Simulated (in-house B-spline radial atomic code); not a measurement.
Results of a calculation; reference values are marked as such.
**Ghost states of the separable form: Zr**

Zr, [Kr] 4d2 5s2, non-relativistic LDA (VWN5), spherical and spin-unpolarised, from a B-spline radial code for spherical atoms (atomic units; all potentials screened as in the neutral atom).

Troullier-Martins channels: 5s (ε = -0.1624, r_c = 2.676 bohr), 4p (ε = -1.1866, r_c = 1.005 bohr), 4d (ε = -0.1507, r_c = 1.356 bohr). In the Kleinman-Bylander form one channel serves as the local potential, and each other channel l becomes |δV u><u δV|/<u|δV|u>, with δV = V_l − V_local and u the pseudo-orbital. Its strength is E_KB = <u|δV²|u>/<u|δV|u>. By the analysis of Gonze, Stumpf and Scheffler a spurious state lies below the reference level ε if E_KB > 0 and ε is above the second level of the local potential alone, or if E_KB < 0 and ε is above its first. The table's levels are those of angular momentum l in a sphere of 9 bohr, whose wall can lift a shallow ε a little above its free-atom value.

```csv
local,channel,<u δV u>,<u δV² u>,ε,first local level,second local level
d,s,0.17196,0.45163,-0.1606,-4.7365,-0.8049
d,p,0.26998,2.8777,-1.1866,-1.8600,-0.1240
s,d,-1.5097,5.0902,-0.1505,0.0589,0.3174
s,p,-2.9022,11.797,-1.1866,-0.0679,0.1893
p,d,-0.084581,0.89355,-0.1505,-0.1176,0.1221
p,s,0.16509,0.41351,-0.1606,-4.0284,-1.1255
```

**Question.** Apply the rule to each row.

**Answer.** Local d, channel s: E_KB = +2.63, so ε = -0.1606 is set against -0.8049: a ghost. Local d, channel p: E_KB = +10.7, so ε = -1.1866 is set against -0.1240: no ghost. Local s, channel d: E_KB = -3.37, so ε = -0.1505 is set against 0.0589: no ghost. Local s, channel p: E_KB = -4.06, so ε = -1.1866 is set against -0.0679: no ghost. Local p, channel d: E_KB = -10.6, so ε = -0.1505 is set against -0.1176: no ghost. Local p, channel s: E_KB = +2.5, so ε = -0.1606 is set against -1.1255: a ghost.

Diagonalising the separable Hamiltonian gives:

| local | channel | three lowest levels | all-electron, two lowest valence levels |
| --- | --- | --- | --- |
| d | s | -3.4343, -0.1606, 0.1166 | -0.1606, 0.1195 |
| d | p | -1.1866, -0.0474, 0.2105 | -1.1866, -0.0473 |
| s | d | -0.1505, 0.1143, 0.4335 | -0.1505, 0.1117 |
| s | p | -1.1866, -0.0247, 0.2541 | -1.1866, -0.0473 |
| p | d | -0.1505, 0.1116, 0.4168 | -0.1505, 0.1117 |
| p | s | -3.2860, -0.1606, 0.1143 | -0.1606, 0.1195 |

**Question.** Which choices of local channel are safe?

**Answer.** Free of ghosts: s. With d local the s channel has a ghost 3.27 hartree below ε, since the local potential binds more than one state below ε, and a repulsive term of rank one raises each level at most to the next, so it clears only one of them. With p local the s channel has a ghost 3.13 hartree below ε, since the local potential binds more than one state below ε, and a repulsive term of rank one raises each level at most to the next, so it clears only one of them. Among the safe choices the second level, which tests transfer, is off by at most 22.6 millihartree (s local).
